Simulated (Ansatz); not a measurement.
Basis-set series for BFH₄O₂Si (`BO[SiH](O)F`). Total charge 0; spin multiplicity 1. Geometry: relaxed with PBE0-D4/def2-TZVP. It is one conformer, not always the lowest.

```xyz
9

B     0.072   -1.421    1.242
O     0.476   -0.250    0.704
Si   -0.175    0.752   -0.406
O     0.867    0.785   -1.646
F    -0.297    2.191    0.250
H     0.781   -1.938    2.057
H    -0.972   -1.910    0.901
H    -1.532    0.326   -0.787
H     0.782    1.465   -2.315
```

| functional | basis | functions | energy (Eh) | HOMO (eV) | LUMO (eV) |
| --- | --- | --- | --- | --- | --- |
| PBE0-D4 | def2-SVP | 94 | -566.49796 | -8.59 | -0.60 |
| PBE0-D4 | def2-QZVPP | 418 | -566.98542 | -8.70 | -0.84 |
| ωB97M-V | def2-SVP | 94 | -566.80577 | -10.90 | 1.51 |
| ωB97M-V | def2-QZVPP | 418 | -567.29927 | -11.06 | 0.93 |

Question: Give the rows for def2-TZVPP. (Best estimate.)

Answer: Ansatz gave: 
```json
{"functional": "PBE0-D4", "basis": "def2-TZVPP", "functions": "222", "energy (Eh)": "-566.95822", "HOMO (eV)": "-8.68", "LUMO (eV)": "-0.79"}
{"functional": "ωB97M-V", "basis": "def2-TZVPP", "functions": "222", "energy (Eh)": "-567.27394", "HOMO (eV)": "-11.04", "LUMO (eV)": "1.12"}
```

Positive LUMOs are unbound and depend on the basis.
